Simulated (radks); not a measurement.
Values are calculated unless marked as measured or tabulated.
Fractional charge and spin in the 6s shell of terbium: the spin-up occupation runs from 0 to 1 and the spin-down occupation from 0 to 1; the fullest corner is Tb, [Xe] 4f(up 4.5, down 4.5) 6s(up 1, down 1). Code: a radial shooting solver on a logarithmic mesh with Libxc functionals. Model: scalar-relativistic Kohn-Sham, r2SCAN, spin-polarised, spherical densities, finite nucleus; meta-GGA in the generalised Kohn-Sham scheme; Fermi nuclear charge, rms radius of each element as measured or else 0.836 A^(1/3) + 0.57 fm. Energy (eV) above the fullest corner. The planes named below are the two flat planes that join the four corners, with an edge along up + down = one added electron.

\begin{tabular}{lrrr}
down \ up & 0 & 0.5 & 1 \\ \hline
0 & 17.176 & 10.937 & 5.752 \\
0.5 & 10.937 & 6.162 & 2.399 \\
1 & 5.752 & 2.399 & 0.000 \\
\end{tabular}

Corners above the fullest one (they belong to Tb+ and the next ion): (up 1, down 0) 5.752 eV, (up 0, down 1) 5.752 eV, (up 0, down 0) 17.176 eV. With half an added electron in each spin the energy lies 0.410 eV from the planes, and with half an added electron in spin up alone -0.527 eV. The planes are only a guide here: the flat-plane condition holds for ground states with one frontier orbital, while this shell lies below other occupied shells, so the corners above the fullest one are inner-hole states and not the ground states of those ions.
